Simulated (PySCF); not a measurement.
# Computed properties of C₃HBrClF, SMILES FC=C=C(Cl)Br

C3HBrClF, SMILES FC=C=C(Cl)Br. The structure is a stationary point at ωB97X-D3(BJ)/def2-SVP. The structure was generated by enumeration, and PubChem lists no compound with its InChIKey, so it may never have been made. Other conformers were not sampled. All values are computed for the isolated molecule unless a solvent is named; none is compared with measurement here.

**Structure.** All 15 harmonic modes at ωB97X-D3(BJ)/def2-SVP (PySCF) are real, so it is a minimum. With heavy atoms numbered as in [F:1][CH:2]=[C:3]=[C:4]([Cl:5])[Br:6], the shortest bond between them is C3–C4 at 1.305 Å and the longest C4–Br6 at 1.883 Å.

**Vibrations.** The strongest infrared lines (harmonic, unscaled, degenerate partners summed) lie at 2128 cm⁻¹ (307 km/mol, C 99 %), 1104 cm⁻¹ (224 km/mol, C 69 %, F 25 %), 892 cm⁻¹ (187 km/mol, C 88 %, Cl 9 %). The softest mode is at 86 cm⁻¹ and the zero-point energy is 19.6 kcal/mol.

**Electronic structure.** PBE0/def2-TZVP (PySCF) places the frontier levels at -7.79 and -1.31 eV, a gap of 6.48 eV, and gives a dipole moment of 1.26 D and a mean polarisability of 72.5 bohr³. PBE/def2-TZVP (PySCF) at the same geometry gives -6.60 and -2.23 eV, so its gap is 2.11 eV narrower. An orbital gap is neither the optical nor the fundamental gap.

**Excitations.** TDA-PBE0/def2-SVPD (PySCF) has S1 at 4.80 eV (259 nm, f = 0.000, dark); the most intense of the 10 singlets computed lies at 6.93 eV (f = 0.18). T1 (TDA) is at 3.81 eV, 0.99 eV under S1. TDA-PBE/def2-SVPD (PySCF) puts S1 at 4.45 eV. No vertical singlet excitation falls in the visible range (under 3.1 eV).

**NMR.** GIAO shifts at PBE0/pcSseg-1 (PySCF) (non-relativistic, atoms alike by connectivity averaged): ¹³C from 123.4 to 207.8 ppm against TMS; ¹H at 7.7 ppm against TMS; ¹⁹F at -137.6 ppm against CFCl3. Without spin–orbit terms, shifts of atoms bonded to Cl or Br come out too high.
